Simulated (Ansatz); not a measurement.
C2H4BFSi can be A, `FC1=CB[SiH2]1`, or B, `FC1=CB1[SiH3]`.

Computed with Ansatz on PBE0-D4/def2-TZVP structures; ΔE is electronic, products minus reactants. CCSD(T)/CBS is the MP2 limit (def2-TZVPP, def2-QZVPP) plus CCSD(T) − MP2 in def2-TZVPP, frozen cores. Functionals use def2-TZVPP. B3LYP here is the variant with VWN-RPA as its local correlation; programs differ in this.

A:

Z-matrix (Å, degrees):
```
Si
B 1 2.016
C 1 1.894 2 69.5
H 1 1.489 2 122.6 3 -106.4
H 1 1.489 2 122.6 3 106.3
C 2 1.527 1 89.4 3 -0.1
H 2 1.190 1 140.7 3 179.9
F 3 1.321 1 135.3 2 -179.9
H 6 1.088 2 133.8 1 -180.0
```

B:

Z-matrix (Å, degrees):
```
Si
B 1 1.988
H 1 1.487 2 111.5
H 1 1.489 2 108.6 3 119.2
H 1 1.487 2 111.6 3 -121.6
C 2 1.462 1 156.1 3 155.1
C 2 1.496 1 150.4 3 -29.0
F 6 1.310 2 155.8 1 -2.8
H 7 1.080 2 153.9 1 2.3
```

Problem. Which is lower in electronic energy at CCSD(T)/CBS, and by how much? (Estimate.)

Solution. The calculation gave: A, by 39.7 kJ/mol.

Problem. Give E(B) − E(A) in kJ/mol with LDA (SPW92), CCSD/def2-TZVPP, B2PLYP, r2SCAN-D4, CCSD(T)/def2-TZVPP, PBE-D4, B3LYP. (An estimate is asked.)

Solution. The calculation gave: LDA (SPW92) 38.6, CCSD/def2-TZVPP 34.3, B2PLYP 33.1, r2SCAN-D4 33.0, CCSD(T)/def2-TZVPP 37.5, PBE-D4 36.4, B3LYP 29.7. None reverses the order clearly.

Largest T1 diagnostic: 0.014.

The D4 term adds +4.0 kJ/mol with B3LYP and +1.9 kJ/mol with PBE0; it sums over pairs of atoms, weighted by their polarisabilities, and B3LYP, whose exchange is more repulsive, gets the larger term. Leaving LDA and LC-ωPBE aside and taking each functional with its dispersion term where it has one, the values, not all of them listed here, spread over 12.3 kJ/mol, from B97M-V to revPBE-D4. LDA lies +4.6 kJ/mol from PBE without D4.
